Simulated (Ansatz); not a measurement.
ClH₇N₂Si₂ (`N[SiH2][SiH](N)Cl`). Total charge 0; spin multiplicity 1. All single points use the PBE0-D4/def2-TZVP geometry. It is one conformer, not always the lowest.

```xyz
12

N     1.019    0.669    1.544
Si   -0.443    1.074    0.720
Si   -0.393   -0.248   -1.206
N    -0.482   -1.891   -0.761
Cl    1.416    0.288   -2.124
H     1.884    0.734    1.028
H     1.153    0.967    2.498
H    -1.578    0.721    1.616
H    -0.614    2.509    0.334
H    -1.423    0.002   -2.242
H     0.025   -2.210    0.049
H    -0.563   -2.616   -1.456
```

Task: What is the dipole moment at r2SCAN/def2-TZVPP? (Best estimate.)

Result: Ansatz gave: 1.87 D, with components (0.23, -1.07, 1.51) D in this frame, pointing from negative to positive charge.

Task: And with PBE, B3LYP, ωB97M-V? (Best estimate.)

Result: Ansatz gave: PBE 1.86 D, B3LYP 1.79 D, ωB97M-V 1.80 D.

Task: Give the Mulliken charges with r2SCAN, PBE, ωB97M-V in def2-TZVPP. (An estimate is asked.)

Result: The calculation gave: 
| atom | r2SCAN | PBE | ωB97M-V |
| --- | --- | --- | --- |
| N1 | -0.45 | -0.39 | -0.38 |
| Si2 | 0.35 | 0.25 | 0.25 |
| Si3 | 0.48 | 0.37 | 0.37 |
| N4 | -0.43 | -0.36 | -0.35 |
| Cl5 | -0.30 | -0.26 | -0.26 |
| H6 | 0.16 | 0.15 | 0.13 |
| H7 | 0.15 | 0.15 | 0.11 |
| H8 | -0.08 | -0.06 | -0.03 |
| H9 | -0.10 | -0.08 | -0.05 |
| H10 | -0.09 | -0.07 | -0.03 |
| H11 | 0.16 | 0.16 | 0.13 |
| H12 | 0.16 | 0.15 | 0.12 |

B3LYP here is the variant with VWN-RPA as its local correlation; programs differ in this.
